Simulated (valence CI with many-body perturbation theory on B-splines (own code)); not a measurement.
## Questions on Zr7+

Level of theory: configuration interaction combined with many-body perturbation theory (CI+MBPT): five valence electrons over a frozen Dirac-Fock core [Ar] 3d10, radial functions for each j: 9 s, 9 p, 8 d, 6 f, 3 g, 1 h, with the one-electron correlation potential Σ1, the two-electron term Σ2, the three-electron term Σ3, Breit, model QED; selected CI, second order for the rest, scaled by the run's own slope (own B-spline code, finite nucleus).

No measured spectrum was set against this ion. As an estimate, levels hold to about 250 cm⁻¹ or 0.2 % of their energy and the worst to 1 %, as in measured heavy ions of charge 2 to 7; those with d or f electrons hold less well. Among the levels kept, up to 800 cm⁻¹ of a level comes from second order outside the variational space, and about a tenth of that is noise between levels of different J, which matters for small intervals.

Rates and lifetimes use the calculated energies. Strong lines usually hold to 10 to 20 %, long lifetimes can be off by a factor of two.

Q: What is the ground level?

A: 4s²4p³ ⁴S°_3/2, composition 88 % 4s²4p³ ⁴S° + 7 % 4s²4p³ ²P°, g = 1.932.

Q: Name the longest-lived excited levels whose lifetime is computed, and their main decay.

A: 4s²4p³ ²D°_5/2 at 29072 cm⁻¹ lives 165 ms, mostly by M1 to 4s²4p³ ⁴S°_3/2; 4s²4p³ ²D°_3/2 at 23305 cm⁻¹ lives 18.4 ms, mostly by M1 to 4s²4p³ ⁴S°_3/2; 4s²4p³ ²P°_1/2 at 46598 cm⁻¹ lives 5.70 ms, mostly by M1 to 4s²4p³ ⁴S°_3/2. The lifetime of 4s²4p²4d ⁴F_9/2 is too uncertain to give, and may be longer.

Q: Where does the other parity begin?

A: At 4s4p⁴ ⁴P_5/2, 188140 cm⁻¹.

Q: Among levels below 463360 cm⁻¹, which E1 lines absorb most strongly from the ground level?

A: to 4s²4p²4d ⁴P_5/2 at 28.82 nm, f = 1.55; to 4s²4p²4d ⁴P_3/2 at 28.56 nm, f = 0.943; to 4s²4p²4d ⁴P_1/2 at 28.27 nm, f = 0.449.

Q: What is the ionisation energy?

A: 133.5 eV; NIST lists 133.7 ± 0.5 eV (semi-empirical).

Q: What are the static dipole polarisabilities of the lowest levels?

A: 4s²4p³ ⁴S°_3/2 1.76; 4s²4p³ ²D°_3/2 1.75 (tensor 0.083); 4s²4p³ ²D°_5/2 1.77; 4s²4p³ ²P°_1/2 1.76 bohr³, of which the core gives 0.0832.

Q: How well does LS coupling describe the low levels?

A: Among the lowest 20 levels the leading LS term, summed over configurations, holds 86 % on average. For single configurations the figures are 77 % in LS and 62 % in jj coupling. Terms mix most in the J = 7/2 level at 311090 cm⁻¹, where the leading one holds 50 %.
